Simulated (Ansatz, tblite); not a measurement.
Forces on the cluster K3Na⁺ at its PBE0/def2-TZVP geometry. The state is a doublet with charge 1.

The xTB rows come from tblite. The structure comes from a short search, and lower isomers may exist.

GFN1-xTB (tblite), largest force 0.44 eV/Å:

```xyz
4
positions Å, forces eV/Å
Na    0.449    1.158   -0.227   -0.062   -0.155   -0.015
K    -0.645   -2.345    0.451    0.115    0.426   -0.048
K     0.105    0.540    3.898   -0.032   -0.148   -0.223
K     0.092    0.647   -4.121   -0.021   -0.123    0.286
```

GFN2-xTB (tblite), largest force 0.26 eV/Å:

```
Na -0.056 -0.148 -0.110
K 0.065 0.225 0.122
K -0.026 -0.107 -0.149
K 0.018 0.030 0.138
```

PBE0/def2-TZVP (Ansatz), largest force 0.01 eV/Å:

```
Na -0.004 -0.002 0.001
K 0.003 0.014 -0.005
K 0.001 -0.005 -0.007
K 0.000 -0.007 0.012
```
